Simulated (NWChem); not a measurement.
All runs are NWChem calculations. System: HAl, charge 0, spin multiplicity 1, at a geometry optimised with B3LYP/def2-SVP. The structure started from a generated list of species. Level: MP2/def2-TZVP, 5 core orbitals frozen.

The NWChem input:

```
start mol
memory heap 200 mb stack 900 mb global 1100 mb
geometry units angstroms nocenter noautoz
  Al     0.000000     0.000000     0.119015
  H      0.000000     0.000000    -1.547196
  symmetry group C2v
end
basis spherical
  * library def2-tzvp
end
scf
  rhf
  nopen 0
  maxiter 100
  thresh 1e-7
  semidirect memsize 60000000 filesize 0
end
mp2
  freeze core 5
end
task mp2 energy
```

Part of the output:

```
             Northwest Computational Chemistry Package (NWChem) 7.3.0
             --------------------------------------------------------

                                NWChem Input Module
                                -------------------

 Scaling coordinates for geometry "geometry" by  1.889725989
 (inverse scale =  0.529177249)

 Turning off AUTOSYM since
 SYMMETRY directive was detected!

                             Geometry "geometry" -> ""
                             -------------------------

 Output coordinates in angstroms (scale by  1.889725989 to convert to a.u.)

  No.       Tag          Charge          X              Y              Z
 ---- ---------------- ---------- -------------- -------------- --------------
    1 Al                  13.0000     0.00000000     0.00000000     0.11901500
    2 H                    1.0000     0.00000000     0.00000000    -1.54719600

 Effective nuclear repulsion energy (a.u.)       4.1287113319

            Nuclear Dipole moment (a.u.)
            ----------------------------
        X                 Y               Z
 ---------------- ---------------- ----------------
     0.0000000000     0.0000000000    -0.0000018897

      Symmetry information
      --------------------

 Group name             C2v
 Group number             16
 Group order               4
 No. of unique centers     2

      Symmetry unique atoms

     1    2


 Summary of "ao basis" -> "" (spherical)
 ------------------------------------------------------------------------------
       Tag                 Description            Shells   Functions and Types
 ---------------- ------------------------------  ------  ---------------------
 *                         def2-tzvp                  on all atoms

 Summary of "ao basis" -> "ao basis" (spherical)
 ------------------------------------------------------------------------------
       Tag                 Description            Shells   Functions and Types
 ---------------- ------------------------------  ------  ---------------------
 Al                        def2-tzvp                13       37   5s5p2d1f
 H                         def2-tzvp                 4        6   3s1p

                                 NWChem SCF Module
                                 -----------------

  ao basis        = "ao basis"
  functions       =    43
  atoms           =     2
  closed shells   =     7
  open shells     =     0
  charge          =   0.00
  wavefunction    = RHF
  use symmetry    = T
  symmetry adapt  = T

 Summary of "ao basis" -> "ao basis" (spherical)
 ------------------------------------------------------------------------------
       Tag                 Description            Shells   Functions and Types
 ---------------- ------------------------------  ------  ---------------------
 Al                        def2-tzvp                13       37   5s5p2d1f
 H                         def2-tzvp                 4        6   3s1p

      Symmetry analysis of basis
      --------------------------

        a1         20
        a2          3
        b1         10
        b2         10

 Forming initial guess at       0.0s

      Superposition of Atomic Density Guess
      -------------------------------------

 Sum of atomic energies:        -242.37463308

      Non-variational initial energy
      ------------------------------

 Total energy =    -242.272934
 1-e energy   =    -345.299718
 2-e energy   =      98.898073
 HOMO         =      -0.191072
 LUMO         =      -0.009204

      Symmetry analysis of molecular orbitals - initial
      -------------------------------------------------

 !! scf_movecs_sym_adapt:   26 vectors were symmetry contaminated

  Symmetry fudging

 !! scf_movecs_sym_adapt:   24 vectors were symmetry contaminated

  Numbering of irreducible representations:

     1 a1          2 a2          3 b1          4 b2

  Orbital symmetries:

     1 a1          2 a1          3 a1          4 b2          5 b1
     6 a1          7 a1          8 b2          9 b1         10 a1
    11 a1         12 b1         13 b2         14 a1         15 a2
    16 a1         17 b2

 Starting SCF solution at       0.1s

 ----------------------------------------------
         Quadratically convergent ROHF

 Convergence threshold     :          1.000E-07
 Maximum no. of iterations :          100
 Final Fock-matrix accuracy:          1.000E-09
 ----------------------------------------------

              iter       energy          gnorm     gmax       time
             ----- ------------------- --------- --------- --------
                 1     -242.4479672492  2.36D-01  1.47D-01      0.1
                 2     -242.4569296538  6.11D-02  2.29D-02      0.1
                 3     -242.4576227509  2.45D-03  1.53D-03      0.1
                 4     -242.4576239163  2.19D-06  9.04D-07      0.1
                 5     -242.4576239163  1.91D-09  6.38D-10      0.1

       Final RHF  results
       ------------------

         Total SCF energy =   -242.457623916282
      One-electron energy =   -345.561204960899
      Two-electron energy =     98.974869712741
 Nuclear repulsion energy =      4.128711331876

        Time for solution =      0.0s

       Symmetry analysis of molecular orbitals - final
       -----------------------------------------------

  Numbering of irreducible representations:

     1 a1          2 a2          3 b1          4 b2

  Orbital symmetries:

     1 a1          2 a1          3 b2          4 b1          5 a1
     6 a1          7 a1          8 b2          9 b1         10 a1
    11 a1         12 b1         13 b2         14 a1         15 a2
    16 a1         17 b1

             Final eigenvalues
             -----------------

              1
    1  -58.4895
    2   -4.9016
    3   -3.2108
    4   -3.2108
    5   -3.2098
    6   -0.4940
    7   -0.2891
    8    0.0301
    9    0.0301
   10    0.1452
   11    0.2373
   12    0.2746
   13    0.2746
   14    0.2763
   15    0.2763
   16    0.3084
   17    0.3418

                       ROHF Final Molecular Orbital Analysis
                       -------------------------------------

 Vector    5  Occ=2.000000D+00  E=-3.209799D+00  Symmetry=a1
              MO Center=  1.7D-17,  1.9D-19,  1.2D-01, r^2= 1.3D-01
   Bfn.  Coefficient  Atom+Function         Bfn.  Coefficient  Atom+Function
  ----- ------------  ---------------      ----- ------------  ---------------
     8      0.549085  1 Al pz                11      0.411693  1 Al pz
    14      0.193346  1 Al pz

 Vector    6  Occ=2.000000D+00  E=-4.940279D-01  Symmetry=a1
              MO Center=  5.4D-18, -1.3D-16, -8.9D-01, r^2= 1.6D+00
   Bfn.  Coefficient  Atom+Function         Bfn.  Coefficient  Atom+Function
  ----- ------------  ---------------      ----- ------------  ---------------
     4      0.483944  1 Al s                  3     -0.262488  1 Al s
    39      0.248658  2 H  s                  5      0.212972  1 Al s
    40      0.163554  2 H  s

 Vector    7  Occ=2.000000D+00  E=-2.891266D-01  Symmetry=a1
              MO Center=  5.3D-16, -6.4D-16,  3.0D-01, r^2= 3.0D+00
   Bfn.  Coefficient  Atom+Function         Bfn.  Coefficient  Atom+Function
  ----- ------------  ---------------      ----- ------------  ---------------
     4      0.437241  1 Al s                  5      0.432456  1 Al s
    17      0.309646  1 Al pz                20      0.244392  1 Al pz
     3     -0.226640  1 Al s                 40     -0.211282  2 H  s
    39     -0.183109  2 H  s

 Vector    8  Occ=0.000000D+00  E= 3.010755D-02  Symmetry=b2
              MO Center=  1.5D-31,  1.3D-16,  1.1D-01, r^2= 4.9D+00
   Bfn.  Coefficient  Atom+Function         Bfn.  Coefficient  Atom+Function
  ----- ------------  ---------------      ----- ------------  ---------------
    19      0.819267  1 Al py                16      0.251997  1 Al py

 Vector    9  Occ=0.000000D+00  E= 3.010755D-02  Symmetry=b1
              MO Center= -1.0D-15, -7.7D-33,  1.1D-01, r^2= 4.9D+00
   Bfn.  Coefficient  Atom+Function         Bfn.  Coefficient  Atom+Function
  ----- ------------  ---------------      ----- ------------  ---------------
    18      0.819267  1 Al px                15      0.251997  1 Al px

 Vector   10  Occ=0.000000D+00  E= 1.451990D-01  Symmetry=a1
              MO Center=  7.9D-17,  5.7D-17,  2.7D-01, r^2= 6.9D+00
   Bfn.  Coefficient  Atom+Function         Bfn.  Coefficient  Atom+Function
  ----- ------------  ---------------      ----- ------------  ---------------
    40      1.888365  2 H  s                 20      1.752156  1 Al pz
     5     -1.437056  1 Al s

 center of mass
 --------------
 x =   0.00000000 y =   0.00000000 z =   0.11152979

 moments of inertia (a.u.)
 ------------------
           9.632000168465           0.000000000000           0.000000000000
           0.000000000000           9.632000168465           0.000000000000
           0.000000000000           0.000000000000           0.000000000000

  Mulliken analysis of the total density
  --------------------------------------

    Atom       Charge   Shell Charges
 -----------   ------   -------------------------------------------------------
    1 Al  13    12.82   2.00  0.66  1.32  1.10  0.76  2.91  2.28  0.82  0.53  0.35  0.04  0.05  0.01
    2 H    1     1.18   0.22  0.57  0.38  0.00

       Multipole analysis of the density wrt the origin
       ------------------------------------------------

     L   x y z        total         open         nuclear
     -   - - -        -----         ----         -------
     0   0 0 0     -0.000000      0.000000     14.000000

     1   1 0 0     -0.000000      0.000000      0.000000
     1   0 1 0      0.000000      0.000000      0.000000
     1   0 0 1     -0.003026      0.000000     -0.000002

     2   2 0 0     -9.277375      0.000000      0.000000
     2   1 1 0      0.000000      0.000000      0.000000
     2   1 0 1     -0.000000      0.000000      0.000000
     2   0 2 0     -9.277375      0.000000      0.000000
     2   0 1 1      0.000000      0.000000      0.000000
     2   0 0 2    -15.435433      0.000000      9.206043

                   NWChem MP2 Semi-direct Energy/Gradient Module
                   ---------------------------------------------

  Basis functions       =     43
  Molecular orbitals    =     43
  Frozen core           =      5
  Frozen virtuals       =      0
  Active alpha occupied =      2
  Active beta occupied  =      2
  Active alpha virtual  =     36
  Active beta virtual   =     36
  Use MO symmetry       = T
  Use skeleton AO sym   = T

  AO/Fock/Back tols     =   1.0D-09  1.0D-09  1.0D-09

 GA uses MA = F    GA memory limited = T

 Available:
  local mem=  1.26D+08
 global mem=  1.44D+08
 local disk=  0.00D+00
  mp2_memr nvloc                    36
  nvloc new                    36
   1 passes of   2:        3145728                       7370                    234804.
   1 passes of   2: M    126153338           G      144175502           F     123007610.

 Semi-direct pass number   1 of   1  for RHF alpha+beta  at        0.2s
  vrange nnbf                   946
  mp2_eaftype                    10  avail_ma_in_mb                  1099
 EAF : mp2_eaftype filesize          10     117402.
  mp2_eaf for mointskh                     10
Node 0 wrote      0.5 Mb in      0.0 s     Agg I/O rate:  4046.4 Mb/s
 Done moints_semi at        0.3s
  mp2_eaftype                    10  avail_ma_in_mb                  1089
 EAF : mp2_eaftype filesize          10     117402.
  mp2_eaf for kh                    10
 Done maket at        0.3s
 Done multipass loop at        0.3s

          -------------------------------------------
          SCF energy                -242.457623916282
          Correlation energy          -0.058036457243
          Singlet pairs               -0.053474380511
          Triplet pairs               -0.004562076732
          Total MP2 energy          -242.515660373525
          -------------------------------------------

          ---------------------------------------------------
                    Spin Component Scaled (SCS) MP2
          Same spin pairs                     -0.003041384488
          Same spin scaling factor             0.333333333333
          Opposite spin pairs                 -0.054995072755
          Opposite spin scaling fact.          1.200000000000
          SCS-MP2 correlation energy          -0.067007882135
          Total SCS-MP2 energy              -242.524631798417
          ---------------------------------------------------

 -----------------------
 Performance information
 -----------------------

 Timer overhead =  1.44D-07 seconds/call

               Nr. of calls         CPU time (s)                 Wall time (s)                GFlops
             ---------------    -------------------     ------------------------------   -------------------
Name         Min   Avg   Max    Min     Avg     Max     Min     Avg     Max   Mx/calls   Min     Max     Sum
mp2: moin     1     1     1   0.18    0.18    0.18     0.18    0.18    0.18    0.18      0.0     0.0     0.0
mp2: make     1     1     1   1.25E-3 1.25E-3 1.25E-3  1.25E-3 1.25E-3 1.25E-3 1.25E-3   0.0     0.0     0.0
mp2: tota     1     1     1   0.20    0.20    0.20     0.20    0.20    0.20    0.20      0.0     0.0     0.0

 The average no. of pstat calls per process was 3.00D+00
 with a timing overhead of 4.33D-07s

 Task  times  cpu:        0.3s     wall:        0.3s

 Total times  cpu:        0.3s     wall:        0.3s
```
